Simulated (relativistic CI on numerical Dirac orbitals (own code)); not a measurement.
## Ligand-field terms of d1

Computed with a parametric ligand-field model of a d^n configuration (Racah B and C, spin-orbit zeta, crystal field), exact diagonalisation.

Field parameters in Wybourne normalisation: Oh B⁴₀ = 21Dq, B⁴₄ = √(5/14) B⁴₀; Td as Oh with Dq negative (B⁴₀ = 21Dq, B⁴₄ = √(5/14) B⁴₀). The field is a parameter set, without covalency.

Ground term and bands for B = 470, C = 1980, ζ = 0 cm⁻¹, Oh, 10Dq = 35200 cm⁻¹?

Ground term 2T2 with 0.00 electrons in the two orbitals of the cubic e set. Spin-allowed: 2E 35200 cm⁻¹ (284 nm). Lowest spin-forbidden: none.

Ground term and bands for B = 340, C = 1460, ζ = 0 cm⁻¹, Oh, 10Dq = 9450 cm⁻¹?

Ground term 2T2 with 0.00 electrons in the two orbitals of the cubic e set. Spin-allowed: 2E 9450 cm⁻¹ (1058 nm). Lowest spin-forbidden: none.

Ground term and bands for B = 940, C = 4230, ζ = 0 cm⁻¹, Td, 10Dq = -2900 cm⁻¹?

Ground term 2E with 1.00 electrons in the two orbitals of the cubic e set. Spin-allowed: 2T2 2900 cm⁻¹. Lowest spin-forbidden: none.

Ground term and bands for B = 390, C = 1800, ζ = 0 cm⁻¹, Td, 10Dq = -9000 cm⁻¹?

Ground term 2E with 1.00 electrons in the two orbitals of the cubic e set. Spin-allowed: 2T2 9000 cm⁻¹ (1111 nm). Lowest spin-forbidden: none.

Ground term and bands for B = 330, C = 1510, ζ = 0 cm⁻¹, Oh, 10Dq = 29900 cm⁻¹?

Ground term 2T2 with 0.00 electrons in the two orbitals of the cubic e set. Spin-allowed: 2E 29900 cm⁻¹ (334 nm). Lowest spin-forbidden: none.
